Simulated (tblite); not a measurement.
C7H12.
Numbering: `[CH2:1]=[CH:2][C:3]1([CH3:4])[CH2:5][CH2:6][CH2:7]1` (hydrogens: H8, H9 on C1; H10 on C2; H11, H12, H13 on C4; H14, H15 on C5; H16, H17 on C6; H18, H19 on C7)

Cartesian coordinates in Å at the GFN2-xTB level; atoms count from 1:
```xyz
19
C7H12 angstrom
C     -2.3762   -0.5224   -0.5328
C     -1.3041    0.1724   -0.8632
C     -0.0509    0.2621   -0.0489
C     -0.1013    1.5265    0.8070
C      1.2629    0.1418   -0.8542
C      1.7676   -0.9056    0.1477
C      0.3632   -0.9860    0.7615
H     -3.2596   -0.5351   -1.1483
H     -2.4184   -1.1067    0.3717
H     -1.2934    0.7618   -1.7723
H     -0.9504    1.4827    1.4866
H      0.8108    1.6265    1.3908
H     -0.2097    2.4074    0.1769
H      1.1062   -0.2670   -1.8507
H      1.8527    1.0529   -0.9335
H      2.1472   -1.8288   -0.2850
H      2.5116   -0.5096    0.8359
H     -0.1751   -1.8815    0.4603
H      0.3072   -0.8822    1.8430
```

Computed values, GFN2-xTB/tblite, gas phase, harmonic and unscaled. The method is semi-empirical: single wavenumbers can be off by several per cent or more. One conformer, not necessarily the lowest.

Harmonic wavenumbers (cm⁻¹): 75.7, 95.5, 214.4, 239.7, 287.6, 322.6, 368.0, 492.2, 616.8, 672.9, 766.1, 827.9, 874.6, 895.5, 936.5, 956.0, 975.0, 1014.1, 1029.1, 1042.2, 1051.5, 1065.1, 1173.8, 1179.1, 1189.4, 1219.1, 1246.0, 1248.9, 1260.3, 1294.0, 1300.6, 1401.7, 1415.6, 1469.3, 1473.0, 1494.8, 1498.7, 1499.2, 1713.1, 2992.7, 3003.6, 3009.7, 3014.5, 3017.5, 3023.1, 3023.3, 3027.4, 3034.0, 3040.2, 3100.8, 3123.0.

A = 4076, B = 2153, C = 1914 MHz; mass 96.094 u (most abundant isotopes); point group C1, symmetry number 1.

**Question.** What is the zero-point energy?

**Answer.** ½Σν̃ = 37153 cm⁻¹ = 444.45 kJ/mol.

**Question.** Give the ideal-gas entropy at 500 K and 1 bar in the rigid-rotor, harmonic-oscillator model (classical rotation).

**Answer.** Translation 176.54, rotation 120.88, vibration 147.53: S = 445.0 J/(mol K).

**Question.** And Cp and H(500 K) − H(0)?

**Answer.** Cp = 211.16 J/(mol K), of which vibrations give 177.90 (their classical limit is 51 R = 424.0); H(500 K) − H(0) = 57.71 kJ/mol without the zero-point energy, 41.08 from vibrations.

**Question.** What must be added to the electronic energy to get the Gibbs energy at 500 K and 1 bar?

**Answer.** ZPE + [H(500 K) − H(0)] − T·S = 444.45 + 57.71 − 222.48 = 279.68 kJ/mol.

**Question.** Blend soft modes into free rotors: weight 1/[1 + (100 cm⁻¹/ν̃)⁴] for the oscillator and the rest for a rotor with moment μB/(μ + B), μ = h/(8π²ν), B = 10⁻⁴⁴ kg m². What vibrational entropy results?

**Answer.** 140.49 J/(mol K) in place of 147.53, which changes −T·S at 500 K by +3.52 kJ/mol.

**Question.** How do the functions run with temperature in this model?

**Answer.** 
| T (K) | S (J/(mol K)) | Cp (J/(mol K)) | H − H(0) (kJ/mol) | G − H(0) (kJ/mol) | ln q(vib) |
| --- | --- | --- | --- | --- | --- |
| 150 | 290.2 | 76.3 | 7.95 | -35.58 | 1.57 |
| 250 | 336.7 | 110.4 | 17.20 | -66.98 | 3.22 |
| 298.15 | 357.8 | 130.1 | 22.99 | -83.70 | 4.06 |
| 400 | 402.1 | 173.1 | 38.44 | -122.41 | 5.93 |
| 600 | 486.4 | 243.2 | 80.47 | -211.35 | 9.86 |
| 900 | 599.1 | 311.7 | 164.55 | -374.61 | 15.94 |

q(vib) and H(0) count from the zero-point level.

**Question.** Which modes carry the vibrational entropy at 500 K?

**Answer.** 75.7 cm⁻¹: 21.00; 95.5 cm⁻¹: 19.08; 214.4 cm⁻¹: 12.46; 239.7 cm⁻¹: 11.57; 287.6 cm⁻¹: 10.12; 322.6 cm⁻¹: 9.23 J/(mol K); the other 45 give 64.07 together.

Hindered rotation and anharmonicity are outside this model. Other conformers, if any are populated, would add a mixing term that is left out. The structure is chiral; the term R ln 2 for an equal mix with its mirror image is left out.
